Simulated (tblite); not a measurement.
C5H3F5O.
SMILES: `FC1=C[C@](F)(C(F)(F)F)OC1`

Computed with GFN2-xTB (tblite): harmonic, unscaled wavenumbers at the GFN2-xTB geometry, gas phase. The method is semi-empirical: single wavenumbers can be off by several per cent or more.

Harmonic wavenumbers (cm⁻¹): 41.6, 66.9, 126.2, 183.7, 200.1, 309.0, 329.9, 346.3, 360.5, 435.7, 455.5, 481.1, 531.4, 559.9, 603.9, 668.8, 779.8, 849.7, 940.4, 948.8, 975.0, 980.6, 1064.7, 1095.3, 1104.8, 1114.5, 1130.9, 1169.8, 1224.8, 1238.9, 1305.7, 1430.6, 1719.9, 2912.3, 2952.4, 3185.7.

A = 2053, B = 768.5, C = 742.0 MHz; mass 174.010 u (most abundant isotopes); point group C1, symmetry number 1.

Question: What is the zero-point energy?

Answer: Half the sum of the wavenumbers: 16913 cm⁻¹ = 48.35 kcal/mol.

Question: Give the ideal-gas entropy at 400 K and 1 bar in the rigid-rotor, harmonic-oscillator model (classical rotation).

Answer: Translation 42.86, rotation 30.87, vibration 37.18: S = 110.9 cal/(mol K).

Question: And Cp and H(400 K) − H(0)?

Answer: Cp = 45.72 cal/(mol K), of which vibrations give 37.77 (their classical limit is 36 R = 71.5); H(400 K) − H(0) = 10.98 kcal/mol without the zero-point energy, 7.80 from vibrations.

Question: Blend soft modes into free rotors: weight 1/[1 + (100 cm⁻¹/ν̃)⁴] for the oscillator and the rest for a rotor with moment μB/(μ + B), μ = h/(8π²ν), B = 10⁻⁴⁴ kg m². What vibrational entropy results?

Answer: 34.20 cal/(mol K) in place of 37.18, which changes −T·S at 400 K by +1.19 kcal/mol.

Question: What must be added to the electronic energy to get the Gibbs energy at 400 K and 1 bar?

Answer: ZPE + [H(400 K) − H(0)] − T·S = 48.35 + 10.98 − 44.36 = 14.97 kcal/mol.

Question: How do the functions run with temperature in this model?

Answer: 
| T (K) | S (cal/(mol K)) | Cp (cal/(mol K)) | H − H(0) (kcal/mol) | G − H(0) (kcal/mol) | ln q(vib) |
| --- | --- | --- | --- | --- | --- |
| 50 | 60.3 | 12.5 | 0.50 | -2.52 | 0.55 |
| 100 | 70.4 | 17.4 | 1.24 | -5.80 | 1.63 |
| 298.15 | 98.7 | 37.4 | 6.73 | -22.70 | 6.38 |
| 373.15 | 107.8 | 43.7 | 9.78 | -30.45 | 8.24 |
| 500 | 121.8 | 52.1 | 15.88 | -45.03 | 11.32 |
| 750 | 145.1 | 62.1 | 30.30 | -78.50 | 17.05 |
| 1000 | 163.8 | 67.6 | 46.58 | -117.18 | 22.20 |

q(vib) and H(0) count from the zero-point level.

Hindered rotation and anharmonicity are outside this model. The structure is chiral; the term R ln 2 for an equal mix with its mirror image is left out.

The values belong to the conformer `[F:1][C:2]1=[CH:3][C@:4]([F:5])([C:6]([F:7])([F:8])[F:9])[O:10][CH2:11]1`: C3–C4–C6–F7 59°.
